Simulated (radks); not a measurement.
Species: W+. Configuration: [Xe] 4f14 5d4 6p1 (not the ground configuration).

All-electron calculation, non-relativistic Kohn-Sham, r2SCAN, spin-polarised, spherical densities, point nucleus; open shells are filled with parallel spins first (spin-orbit coupling, left out, can overturn this in heavy ions); meta-GGA in the generalised Kohn-Sham scheme; relativity is left out, which matters for an element this heavy. Program: a radial shooting solver on a logarithmic mesh with Libxc functionals.

Energy parts (hartree):
total: -15291.3709
kinetic: 15287.4132
electron-nucleus: -36393.2430
Hartree: 6121.5872
exchange-correlation: -307.1283

Orbitals (lengths in bohr, moments of r in powers of bohr; <r^-3> diverges for s and p1/2; r(max) is where P^2 peaks):
| orbital | occ. | eigenvalue (hartree) | <1/r> | r(max) | <r^-3> | <r^4> |
|---|---|---|---|---|---|---|
| 1s down | 1 | -2345.965 | 73.44 | 0.01358 | - | 7.917e-07 |
| 1s up | 1 | -2345.965 | 73.44 | 0.01358 | - | 7.917e-07 |
| 2s up | 1 | -386.7478 | 17.24 | 0.07396 | - | 0.0001291 |
| 2s down | 1 | -386.7359 | 17.24 | 0.07396 | - | 0.0001291 |
| 2p up | 3 | -370.5227 | 17.26 | 0.05747 | 14180 | 0.00008136 |
| 2p down | 3 | -370.5142 | 17.26 | 0.05746 | 14190 | 0.00008136 |
| 3s up | 1 | -88.82855 | 6.640 | 0.2031 | - | 0.004494 |
| 3s down | 1 | -88.82797 | 6.640 | 0.2031 | - | 0.004493 |
| 3p up | 3 | -81.31732 | 6.581 | 0.1914 | 3041 | 0.004018 |
| 3p down | 3 | -81.31587 | 6.581 | 0.1914 | 3041 | 0.004018 |
| 3d up | 5 | -67.34672 | 6.495 | 0.1513 | 534.2 | 0.002741 |
| 3d down | 5 | -67.34069 | 6.495 | 0.1513 | 534.2 | 0.002741 |
| 4s up | 1 | -18.24386 | 2.860 | 0.4570 | - | 0.1053 |
| 4s down | 1 | -18.23794 | 2.859 | 0.4571 | - | 0.1053 |
| 4p up | 3 | -15.07682 | 2.764 | 0.4581 | 689.0 | 0.1167 |
| 4p down | 3 | -15.07014 | 2.763 | 0.4582 | 688.4 | 0.1166 |
| 4d up | 5 | -9.32336 | 2.564 | 0.4551 | 104.8 | 0.1503 |
| 4d down | 5 | -9.31430 | 2.564 | 0.4552 | 104.8 | 0.1497 |
| 5s up | 1 | -2.79189 | 1.114 | 1.056 | - | 3.585 |
| 5s down | 1 | -2.70087 | 1.126 | 1.051 | - | 3.432 |
| 5p up | 3 | -1.88255 | 0.9980 | 1.139 | 95.78 | 5.677 |
| 4f up | 7 | -1.85590 | 2.129 | 0.4238 | 19.94 | 0.4415 |
| 4f down | 7 | -1.83868 | 2.138 | 0.4236 | 20.09 | 0.4131 |
| 5p down | 3 | -1.77498 | 1.014 | 1.129 | 99.88 | 5.321 |
| 5d up | 4 | -0.55121 | 0.6957 | 1.459 | 7.380 | 31.25 |
| 6s up | 0 | -0.44168 | 0.3949 | 2.795 | - | 199.4 |
| 5d down | 0 | -0.39878 | 0.7129 | 1.417 | 8.003 | 32.73 |
| 6p up | 1 | -0.27960 | 0.3183 | 3.410 | 8.815 | 453.9 |

The highest occupied level is 6p up at -7.608 eV. The configuration is held as typed, so some empty levels lie below it. The spin density at the nucleus is -3.454 e/bohr^3 (1s -0.013, 2s -0.346, 3s -0.093, 4s 0.653, 5s -3.655). The density falls to 0.001 e/bohr^3 at r = 4.60 bohr. Spin moment in Bohr magnetons: 5. Summed over all electrons, <r^2> = 60.35 bohr^2, which gives a Langevin (diamagnetic) susceptibility term of -47.8 x 10^-6 cm^3/mol. Virial ratio -V/T = 2.00026.
